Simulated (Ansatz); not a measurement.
One geometry of AlClH$_{2}$OS (`[OH][Al]([SH])[Cl]`), several functionals.

```yaml
crystal:
  periodic: [false, false, false]
  atoms:
    - {symbol: O, position_ang: [1.083181, 1.190007, -0.697975]}
    - {symbol: Al, position_ang: [0.010866, 0.025957, -0.132988]}
    - {symbol: S, position_ang: [0.075597, -0.466031, 1.970234]}
    - {symbol: Cl, position_ang: [-1.346234, -0.923685, -1.410264]}
    - {symbol: H, position_ang: [1.132621, 1.475925, -1.608492]}
    - {symbol: H, position_ang: [-0.913931, -1.366273, 1.833285]}
basis:
  gaussian: {orbitals: def2-TZVPP}
hamiltonian: {xc: {name: B3LYP}, dispersion: d4}
output: {forces: true, orbitals: {seedname: orbitals}}
```

```sh
$ ansatz run in.yaml --threads 2 --pin off --events-out ev --progress --plain
```

Shortened log:

```
Functional definition: B3LYP
1171 factors; their error is unknown
mean field evaluation 1: about -32036.0173 eV, gradient 6.4e1 eV
mean field evaluation 2: about -32011.7572 eV, gradient 1.3e2 eV
mean field evaluation 4: about -32042.8083 eV, gradient 6.1e0 eV
mean field evaluation 8: about -32042.9202 eV, gradient 1.5e-1 eV
mean field evaluation 16: about -32042.9203 eV, gradient 3.3e-5 eV
mean field -32042.92026987 eV, -1177.5556004463 hartree, gradient 3.3e-5 eV, S^2 0.000000; 0 other end points of the search recorded, 0 dependent functions left out
reference -32042.92051570 eV, -1177.5556094803 hartree; 28, 28 occupied and 157, 157 virtual orbitals, 1171 factors
Total energy: -32043.16183086 eV, -1177.5644776490 hartree
Atom 0 at     1.083181     1.190007    -0.697975 Å, force     0.035839     0.041619    -0.029073 eV/Å
Atom 1 at     0.010866     0.025957    -0.132988 Å, force     0.015046     0.007071     0.025273 eV/Å
Atom 2 at     0.075597    -0.466031     1.970234 Å, force    -0.012728    -0.035153     0.089380 eV/Å
Atom 3 at    -1.346234    -0.923685    -1.410264 Å, force    -0.087816    -0.058614    -0.092505 eV/Å
Atom 4 at     1.132621     1.475925    -1.608492 Å, force     0.037731     0.043616    -0.029715 eV/Å
Atom 5 at    -0.913931    -1.366273     1.833285 Å, force     0.011929     0.001460     0.036640 eV/Å
Dipole moment:    -0.031191     0.021941    -0.195282 e Å
```

Hardware: 2 threads of a server CPU on a shared host. Wall time 4 s, peak host memory 0.47 GiB.

The same input with `hamiltonian: {xc: pbe, dispersion: d4}` (abridged; 2 s):

```
Functional definition: PBE
mean field evaluation 16: about -32025.6858 eV, gradient 2.0e-3 eV
mean field -32025.68576382 eV, -1176.9222440309 hartree, gradient 5.4e-5 eV, S^2 0.000000
Total energy: -32025.83316470 eV, -1176.9276609134 hartree
Atom 0 force     0.276388     0.182066     0.303719 eV/Å
Atom 1 force    -0.162846    -0.170374     0.059689 eV/Å
Atom 2 force     0.210958     0.130205     0.265294 eV/Å
Atom 3 force    -0.174157    -0.122548    -0.160436 eV/Å
Atom 4 force     0.028040     0.138999    -0.427926 eV/Å
Atom 5 force    -0.178382    -0.158348    -0.040341 eV/Å
Dipole moment:    -0.025595     0.023995    -0.182971 e Å
```

With the line `hamiltonian: {xc: {name: wB97X-V}}` and no forces (abridged; 6.5 s):

```
Functional definition: wB97X-V
mean field evaluation 16: about -32036.1102 eV, gradient 5.6e-5 eV
mean field -32036.11016459 eV, -1177.3053336933 hartree, gradient 2.5e-5 eV, S^2 0.000000
Total energy: -32036.11016277 eV, -1177.3053336264 hartree
```

Changing it to `hamiltonian: {xc: {name: wB97M-V}}` (abridged; 8.5 s):

```
Functional definition: wB97M-V
mean field -32039.28504266 eV, -1177.4220083103 hartree, gradient 7.4e-5 eV, S^2 0.000000
Total energy: -32039.28508703 eV, -1177.4220099410 hartree
Atom 0 force     0.021071     0.040470    -0.077940 eV/Å
Atom 1 force    -0.022063    -0.039823     0.069859 eV/Å
Atom 2 force    -0.061445    -0.056233    -0.005752 eV/Å
Atom 3 force    -0.023125    -0.014940    -0.025556 eV/Å
Atom 4 force     0.021328     0.011438     0.033677 eV/Å
Atom 5 force     0.064233     0.059088     0.005711 eV/Å
Dipole moment:    -0.031438     0.024223    -0.204828 e Å
```

Changing it to `hamiltonian: {xc: {name: B97M-V}}` and no forces (abridged; 5.5 s):

```
Functional definition: B97M-V
mean field evaluation 16: about -32033.2414 eV, gradient 3.2e-4 eV
mean field -32033.24135410 eV, -1177.1999068522 hartree, gradient 6.1e-5 eV, S^2 0.000000
Total energy: -32033.24140920 eV, -1177.1999088771 hartree
```

Changing it to `hamiltonian: {xc: {name: B2PLYP}}` and no forces (abridged; 4.4 s):

```
Functional definition: B2PLYP
mean field evaluation 16: about -32024.0487 eV, gradient 9.7e-5 eV
mean field -32024.04868502 eV, -1176.8620824946 hartree, gradient 7.4e-6 eV, S^2 0.000000
16 core orbitals not correlated: weight in the atoms' cores, before any rotation towards them, 1.000 or more for the frozen orbitals, at most 0.000 for the correlated occupied ones
second order -22.38645857 eV of doubles, -0.00000000 eV of singles
Total energy: -32030.09318374 eV, -1177.0842137257 hartree
```

B3LYP takes the VWN-RPA correlation (the form of Gaussian; ORCA's B3LYP/G).
